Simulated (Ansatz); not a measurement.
`[F][Sn][Br]` + NH₃ → `[NH2][Sn][Br]` + H–F  (ligand exchange at the Sn–F bond)

Gas-phase electronic energies from Ansatz, PBE0-D4/def2-TZVP geometries. CBS: MP2 limit from def2 TZ/QZ plus the TZ coupled-cluster correction, frozen cores. This one scheme is used for every species. Functionals use def2-TZVPP. Elements past krypton have def2 core potentials. For Br, Sn outer-core shells are correlated without core-valence functions, which leaves a few kJ/mol of doubt a bond. Scalar relativity is left out up to krypton. Each species was taken in one conformer, which may not be the lowest.

`[F][Sn][Br]`:

```xyz
3

F    -0.168    1.039   -1.240
Sn    0.768    0.505    0.369
Br   -0.600   -1.544    0.871
```

NH₃:

Cartesian coordinates in Å:
```
N 0.059 0.091 -0.260
H 0.320 -0.879 -0.133
H 0.549 0.625 0.447
H -0.929 0.162 -0.054
```

`[NH2][Sn][Br]`:

Z-matrix (Å, degrees):
```
N
Sn 1 2.005
H 1 1.009 2 124.4
H 1 1.009 2 123.5 3 179.9
Br 2 2.543 1 93.7 3 180.0
```

H–F:

```xyz
2

F    -0.298    0.018    0.350
H     0.298   -0.018   -0.350
```

```tsv
species	B2PLYP energy (Eh)
`[F][Sn][Br]`	-2887.81287
NH₃	-56.53655
`[NH2][Sn][Br]`	-2843.88824
H–F	-100.43758
```

Question: Work out ΔE.

Answer: ΔE = (-2843.88824) + (-100.43758) − (-2887.81287) − (-56.53655) = 0.02360 Eh = +62.0 kJ/mol. CCSD(T)/CBS gives +54.2 kJ/mol.

Question: What do rigid-rotor, harmonic-oscillator terms from PBE0-D4/def2-TZVP frequencies (298.15 K, 1 bar) make of the CCSD(T)/CBS value? (Best estimate.)

Answer: Ansatz gave: ΔZPE = -4.3 kJ/mol, ΔH = +50.6 kJ/mol, ΔS = -9 J/(mol·K), ΔG = +53.4 kJ/mol.

Largest T1 diagnostic among the species: 0.014.

From r2SCAN to r2SCAN0 (25 % exact exchange), in def2-TZVPP and without D4, ΔE moves by −5.2 kJ/mol. Leaving LDA and LC-ωPBE aside and taking each functional with its dispersion term where it has one, the values, not all of them listed here, spread over 22.1 kJ/mol, from PBE-QIDH to B97M-V. LDA lies −14.1 kJ/mol from PBE without D4.
